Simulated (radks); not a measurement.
The numbers below are computed, except where a source is named.
Numerical settings for the thulium ion Tm2+, [Xe] 4f13. Code: a radial shooting solver on a logarithmic mesh with Libxc functionals. Model: scalar-relativistic Kohn-Sham, PBE, spin-polarised, spherical densities, finite nucleus; open shells are filled with parallel spins first (spin-orbit coupling, left out, can overturn this in heavy ions); Fermi nuclear charge, rms radius 5.2256 fm. The defaults (mesh step 0.008 in ln r, mesh end at 40 bohr or more with all orbitals vanishing there, Anderson mixing 0.5 over 9 steps, residual threshold near 1e-9 with the energy settled to 1e-9 hartree or 1e-11 of itself, here a cap of 60 iterations) give E = -13565.3315 hartree and 4f at -17.161 eV in 18 iterations. Run on one thread of a shared host, so times are rough (Arm Neoverse N1): 0.38 s of CPU time, 0.38 s wall, 18 iterations on 2254 mesh points. Changes against that run (0 stands for a change within the tolerance of the run):

setting                     iterations         converged  E (mhartree)  e(4f) (meV)  CPU (s)
mesh step in ln r 0.2                4                no      diverged            -     0.02
mesh step in ln r 0.005             18               yes             0            0     0.59
mesh step in ln r 0.05              17               yes       -0.0373      -0.0388     0.09
mesh end (bohr) 3                   16               yes          +421    +5.73e+03     0.31
mesh end (bohr) 1                   15  level above zero        +2e+05    +3.21e+05     0.24
residual threshold 1e-16            60                no             0            0     0.69
residual threshold 0.1              12               yes             0        +1.18     0.29
mixing 0.05                         27               yes             0            0     0.53
linear mixing, mixing 0.05          60                no         -7.47         -717      1.2
linear mixing, mixing 1             60                no      +5.8e+05    +1.38e+04        3
mixing history 20                   23               yes             0            0     0.47
iteration cap 8                      8                no        +0.189         +150      0.2

Settled on a wrong energy, with an occupied level pushed above zero by the early mesh end: mesh end (bohr) 1 (+200 hartree). Apart from these: settings that end as converged yet miss the energy by more than 1 mhartree: mesh end (bohr) 3 (+0.421 hartree). A mesh that ends early acts as a hard wall.
